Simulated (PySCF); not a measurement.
PySCF input file for Si(CF3)(Cl)2(H) (CHCl2F3Si), SMILES Cl[SiH](Cl)C(F)(F)F, ωB97X-D3(BJ)/def2-SVP. 

```python
import numpy as np
from pyscf import gto, scf, dft
import os
os.environ['JAX_PLATFORMS'] = 'cpu'
from ase import Atoms, units
from ase.calculators.calculator import Calculator, all_changes
from sella import Sella

mol = gto.M(
    atom='''
    Si    0.58750111   -0.57311081    0.00000000
    Cl    1.38838445    0.16535264    1.66584889
    Cl    1.38838447    0.16535264   -1.66584888
    C    -1.28790146    0.01224945   -0.00000000
    F    -1.42423334    1.35128534   -0.00000001
    F    -1.96639098   -0.43387391   -1.07461200
    F    -1.96639100   -0.43387391    1.07461198
    H     0.51045944   -2.02377280    0.00000001
    ''',
    basis='def2-SVP',
    charge=0,
    spin=0,
    max_memory=1600,
    verbose=3,
)
mf = dft.RKS(mol, xc='wb97x-d3bj').density_fit(auxbasis='def2-universal-jkfit')
mf.grids.level = 3
mf.conv_tol = 1e-9
mf.max_cycle = 100
mf.kernel()
grad = mf.nuc_grad_method()
grad.grid_response = mol.nao <= 150
scan = grad.as_scanner()
scan.verbose = scan.base.verbose = 0
class SCF(Calculator):
    implemented_properties = ['energy', 'forces']
    def calculate(self, atoms=None, properties=None, system_changes=all_changes):
        super().calculate(atoms, properties, system_changes)
        e, g = scan(mol.set_geom_(self.atoms.positions, unit='Angstrom', inplace=False))
        assert scan.converged
        self.results = {'energy': float(e) * units.Hartree, 'forces': -np.asarray(g) * units.Hartree / units.Bohr}
atoms = Atoms(mol.elements, mol.atom_coords(unit='Angstrom'), calculator=SCF())
conv = Sella(atoms, order=0, internal=True, allow_fragments=True).run(fmax=0.002, steps=150)
mol_eq = mol.set_geom_(atoms.positions, unit='Angstrom', inplace=False)
print(mol_eq.tostring(format='xyz'))
mf.reset(mol_eq)
mf.verbose = 3
mf.kernel()
```

Program output:

```
converged SCF energy = -1547.65584295508
     Step          Energy         fmax         cmax       rtrust          rho
Sella   0   -42113.860576       2.1187       0.0000       0.1000       1.0000
Sella   1   -42113.946604       2.1187       0.0000       0.1000       1.3264
Sella   2   -42113.977333       1.2053       0.0000       0.1000       1.0578
Sella   3   -42113.981117       0.3189       0.0000       0.1000       0.9569
Sella   4   -42113.981663       0.1493       0.0000       0.1000       1.2271
Sella   5   -42113.981739       0.0578       0.0000       0.1000       1.1999
Sella   6   -42113.981754       0.0085       0.0000       0.1000       1.4066
Sella   7   -42113.981761       0.0074       0.0000       0.1000       1.1978
Sella   8   -42113.981762       0.0060       0.0000       0.1000       1.3132
Sella   9   -42113.981763       0.0025       0.0000       0.1000       1.2707
8
XYZ from PySCF
Si          0.51509531       -0.57530405        0.00000002
Cl          1.40332793        0.16962613        1.67721401
Cl          1.40332791        0.16962789       -1.67721316
C          -1.31101822        0.02636770       -0.00000001
F          -1.41375989        1.36232811       -0.00000127
F          -1.95773543       -0.43671666       -1.08548055
F          -1.95773508       -0.43671460        1.08548163
H           0.54831015       -2.04960587       -0.00000067
converged SCF energy = -1547.6602964992
```

The calculation finished and met its thresholds.
